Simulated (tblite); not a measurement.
C3H8FOSi2 (doublet state).
Cartesian coordinates in Å at the GFN2-xTB level; atoms count from 1:
```
atom  x, y, z in Å
C1    -2.392   -0.489    0.457
O2    -1.316    0.372    0.209
C3    -0.284   -0.222   -0.575
Si4    0.954   -1.184    0.591
C5     2.200    0.287    0.287
F6     3.461   -0.064   -0.196
Si7    1.039    1.112   -1.024
H8    -3.091    0.049    1.096
H9    -2.060   -1.405    0.963
H10   -2.894   -0.773   -0.477
H11   -0.737   -0.759   -1.418
H12    0.508   -1.231    1.992
H13    2.405    0.888    1.179
H14    0.635    2.482   -0.733
H15    1.567    0.944   -2.375
```

Method: GFN2-xTB as coded in tblite; computed harmonic values from a numerical Hessian at the method's own geometry, unscaled. This tight-binding method is rough: wavenumbers can miss measured ones by several per cent, in bad cases by 10 to 20. Modes of hydrogen on silicon can be 10 to 20 % off. One conformer, not necessarily the lowest. Open shells enter through the occupations alone, without spin polarisation, and single modes of such species can be off by tens of per cent.

Harmonic wavenumbers (cm⁻¹): 27.0, 105.1, 151.2, 167.6, 234.1, 243.8, 271.2, 317.5, 388.4, 452.9, 487.1, 504.9, 551.3, 585.4, 640.8, 675.8, 689.5, 735.2, 751.2, 964.1, 985.2, 1011.8, 1031.9, 1088.3, 1136.5, 1153.7, 1262.8, 1286.5, 1407.3, 1468.0, 1493.3, 2162.8, 2296.2, 2319.5, 2864.2, 2887.2, 2899.9, 2913.4, 3018.0.

A = 3342, B = 1163, C = 927.0 MHz; mass 135.010 u (most abundant isotopes); point group C1, symmetry number 1; spin multiplicity 2.

Problem. Zero-point energy?

Solution. ½Σν̃ = 21815 cm⁻¹ = 62.37 kcal/mol.

Problem. Give the ideal-gas entropy at 298.15 K and 1 bar in the rigid-rotor, harmonic-oscillator model (classical rotation).

Solution. Translation 40.64, rotation 28.88, vibration 27.41, spin (R ln 2) 1.38: S = 98.3 cal/(mol K).

Problem. And Cp and H(298.15 K) − H(0)?

Solution. Cp = 37.23 cal/(mol K), of which vibrations give 29.28 (their classical limit is 39 R = 77.5); H(298.15 K) − H(0) = 6.73 kcal/mol without the zero-point energy, 4.36 from vibrations.

Problem. Which modes carry the vibrational entropy at 298.15 K?

Solution. 27.0 cm⁻¹: 6.04; 105.1 cm⁻¹: 3.36; 151.2 cm⁻¹: 2.66; 167.6 cm⁻¹: 2.46; 234.1 cm⁻¹: 1.85; 243.8 cm⁻¹: 1.77 cal/(mol K); the other 33 give 9.27 together.

Problem. Blend soft modes into free rotors: weight 1/[1 + (100 cm⁻¹/ν̃)⁴] for the oscillator and the rest for a rotor with moment μB/(μ + B), μ = h/(8π²ν), B = 10⁻⁴⁴ kg m². What vibrational entropy results?

Solution. 25.26 cal/(mol K) in place of 27.41, which changes −T·S at 298.15 K by +0.64 kcal/mol.

Problem. What must be added to the electronic energy to get the Gibbs energy at 298.15 K and 1 bar?

Solution. ZPE + [H(298.15 K) − H(0)] − T·S = 62.37 + 6.73 − 29.31 = 39.79 kcal/mol.

Hindered rotation and anharmonicity are outside this model. Other conformers, if any are populated, would add a mixing term that is left out. The structure is chiral; the term R ln 2 for an equal mix with its mirror image is left out.

The run took 0.45 s of wall time on one thread, Arm Neoverse V2 (aarch64) (shared host). The figure is for the frequency step alone.
